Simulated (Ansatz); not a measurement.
Z-matrix (Å, degrees):
```
B
Te 1 2.288
C 1 1.547 2 95.6
H 1 1.202 2 110.2 3 -116.4
H 1 1.200 2 105.0 3 114.9
H 2 1.661 1 95.1 3 76.2
N 3 1.313 1 126.6 2 -100.2
F 3 1.316 1 122.1 2 80.8
H 7 1.008 3 121.6 1 171.0
H 7 1.006 3 118.3 1 -0.3
```

Total charge 0; spin multiplicity 1. Te: def2 effective core potential. The bonds changed during the relaxation, so this is another structure than the one it started from.

Problem. List the CAM-B3LYP/def2-TZVPP orbital energies in eV (Ansatz 0.2.0). (An estimate is asked.)

Solution. Computed: Occupied: -675.37, -393.97, -283.53, -184.44, -171.68, -120.97, -120.86, -120.67, -44.67, -44.62, -44.45, -44.35, -44.33, -37.40, -29.33, -21.57, -19.50, -18.69, -18.10, -16.39, -16.16, -14.48, -12.58, -11.71, -11.25, -10.06, -8.45, -6.94. Lowest empty: -0.58, 0.89, 1.48, 2.05, 2.43, 2.99, 3.72, 4.09.
